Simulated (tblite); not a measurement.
Compound: C₅H₁₃Si₂ (doublet state).
Z-matrix (Å and degrees, GFN2-xTB geometry), rows numbered from 1:
```
C 
C   1  1.5230
C   2  1.5303  1  111.94
C   3  1.5075  2  110.85  1   179.63
Si  4  1.8290  3  116.92  2   -81.14
C   4  1.3610  3  121.00  2    95.92
Si  6  1.8646  4  127.12  3     2.77
H   1  1.0877  2  110.58  3  -179.60
H   1  1.0877  2  110.45  3    60.33
H   1  1.0882  2  110.56  3   -59.62
H   2  1.0937  1  109.56  3   121.11
H   2  1.0918  1  109.70  3  -120.96
H   3  1.0914  2  109.01  1   -59.60
H   3  1.0938  2  108.78  1    57.98
H   5  1.4493  4  121.62  3   176.63
H   5  1.4514  4  121.10  3    -6.72
H   6  1.0849  4  116.78  3  -177.75
H   7  1.4715  6  111.83  4    62.25
H   7  1.4706  6  112.44  4   -58.76
H   7  1.4655  6  107.72  4  -178.48
```

Computed values, GFN2-xTB/tblite, gas phase, harmonic and unscaled. Against measured fundamentals such values can be off by several per cent, at times by over 20. Modes of hydrogen on silicon can be 10 to 20 % off. One conformer, not necessarily the lowest. Open shells enter through the occupations alone, without spin polarisation, and single modes of such species can be off by tens of per cent.

Harmonic wavenumbers (cm⁻¹): 49.3, 78.1, 99.5, 125.1, 153.7, 167.7, 182.9, 225.7, 227.8, 254.2, 349.2, 373.4, 470.9, 495.8, 541.7, 560.6, 728.4, 738.9, 765.1, 783.6, 801.2, 809.5, 816.6, 837.4, 906.6, 942.9, 1049.1, 1091.9, 1114.5, 1147.3, 1231.3, 1273.7, 1277.1, 1297.2, 1350.6, 1413.5, 1482.9, 1494.3, 1496.1, 1504.1, 1506.0, 2172.3, 2191.2, 2236.7, 2366.4, 2388.3, 2944.5, 2954.0, 2982.3, 2984.1, 3006.7, 3027.5, 3032.7, 3037.3.

A = 1515, B = 1299, C = 739.7 MHz; mass 129.056 u (most abundant isotopes); point group C1, symmetry number 1; spin multiplicity 2.

Q: What is the zero-point energy?

A: ½Σν̃ = 33770 cm⁻¹ = 403.97 kJ/mol.

Q: Entropy at 200 K, 1 bar (ideal gas, RRHO, classical rotation)?

A: Translation 161.17, rotation 119.62, vibration 97.92, spin (R ln 2) 5.76: S = 384.5 J/(mol K).

Q: And Cp and H(200 K) − H(0)?

A: Cp = 138.52 J/(mol K), of which vibrations give 105.26 (their classical limit is 54 R = 449.0); H(200 K) − H(0) = 17.56 kJ/mol without the zero-point energy, 10.91 from vibrations.

Q: What must be added to the electronic energy to get the Gibbs energy at 200 K and 1 bar?

A: ZPE + [H(200 K) − H(0)] − T·S = 403.97 + 17.56 − 76.89 = 344.64 kJ/mol.

Q: How do the functions run with temperature in this model?

A: 
| T (K) | S (J/(mol K)) | Cp (J/(mol K)) | H − H(0) (kJ/mol) | G − H(0) (kJ/mol) | ln q(vib) |
| --- | --- | --- | --- | --- | --- |
| 100 | 306.0 | 92.0 | 5.97 | -24.63 | 1.93 |
| 300 | 449.0 | 182.7 | 33.63 | -101.08 | 8.44 |
| 500 | 561.0 | 258.2 | 78.11 | -202.39 | 14.55 |
| 800 | 700.1 | 333.4 | 167.77 | -392.30 | 22.97 |
| 1000 | 778.3 | 366.8 | 237.96 | -540.30 | 28.08 |

q(vib) and H(0) count from the zero-point level.

Q: Which modes carry the vibrational entropy at 200 K?

A: 49.3 cm⁻¹: 16.98; 78.1 cm⁻¹: 13.22; 99.5 cm⁻¹: 11.27; 125.1 cm⁻¹: 9.47; 153.7 cm⁻¹: 7.89; 167.7 cm⁻¹: 7.24 J/(mol K); the other 48 give 31.86 together.

Hindered rotation and anharmonicity are outside this model. Other conformers, if any are populated, would add a mixing term that is left out. The structure is chiral; the term R ln 2 for an equal mix with its mirror image is left out.
